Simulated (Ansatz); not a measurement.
Stepwise reaction of `[CH3][In]([Br])[Br]` with ammonia, as a gas-phase model of exchange steps in deposition or etching. ΔE in kJ/mol.

Isolated molecules relaxed with PBE0-D4/def2-TZVP in Ansatz; ΔE leaves out vibrations. CCSD(T)/CBS adds triple-zeta CCSD(T) − MP2 to the extrapolated MP2 energy (def2 sets, frozen cores). This one scheme is used for every species. Functionals use def2-TZVPP. B3LYP here is the variant with VWN-RPA as its local correlation; programs differ in this. Elements past krypton have def2 core potentials. For Br, In outer-core shells are correlated without core-valence functions, which leaves a few kJ/mol of doubt a bond. Scalar relativity is left out up to krypton. One conformer a species, not always the lowest.

| step | reaction | PBE-D4 | B3LYP-D4 | ωB97M-V | CCSD(T)/CBS |
| --- | --- | --- | --- | --- | --- |
| 1 | `[CH3][In]([Br])[Br]` + NH₃ → `[CH3][In]([NH2])[Br]` + HBr | 125.1 | 129.1 | 126.7 | 125.4 |
| 2 | `[CH3][In]([NH2])[Br]` + NH₃ → `[CH3][In]([NH2])[NH2]` + HBr | 142.5 | 146.3 | 145.1 | 142.4 |

Problem. By hand: ΔE of the 2 steps together at CCSD(T)/CBS.

Solution. (125.4) + (142.4) = 267.8 kJ/mol, or 133.9 kJ/mol a step.

In ΔE each step is higher than the one before. All are uphill at CCSD(T)/CBS. PBE-D4 differs from CCSD(T)/CBS by -0.3 to 0.1 kJ/mol a step. Isolated molecules leave out the surface, adducts and barriers. Largest T1 diagnostic: 0.013.
